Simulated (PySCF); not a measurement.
SeCl₂, SMILES Cl[Se]Cl.

Geometry optimised at PBE0-D3(BJ)/def2-TZVP. The isomer is the one that the SMILES or the coordinates give; other isomers of the formula were not compared.

Vertical ionisation energy (IE) and electron affinity (EA) in eV. Rows of orbital energies are one-electron estimates. Where ΔSCF, EOM or ADC give a negative EA the extra electron is unbound and the value depends on the basis.

```csv
level,IE,EA
"−ε(HOMO), −ε(LUMO), CAM-B3LYP/def2-TZVPD (PySCF)",…,…
ADC(2)/aug-cc-pVDZ (PySCF),8.78,0.72
```

Question: Some entries are withheld; supply them. (An estimate is asked for; the answer gives what the named calculation found.)

Answer: 
- −ε(HOMO), −ε(LUMO), CAM-B3LYP/def2-TZVPD (PySCF), IE: 8.37
- −ε(HOMO), −ε(LUMO), CAM-B3LYP/def2-TZVPD (PySCF), EA: 1.63

Question: Beyond the first one, list the lowest photoelectron lines from PySCF with ADC(2)/aug-cc-pVDZ with their pole strengths (two spins summed). (The exact figures need the calculation; the answer reports its results.)

Answer: 11.35 eV (1.77), 11.64 eV (1.78), 11.66 eV (1.75), 12.85 eV (1.74), 13.75 eV (1.77).
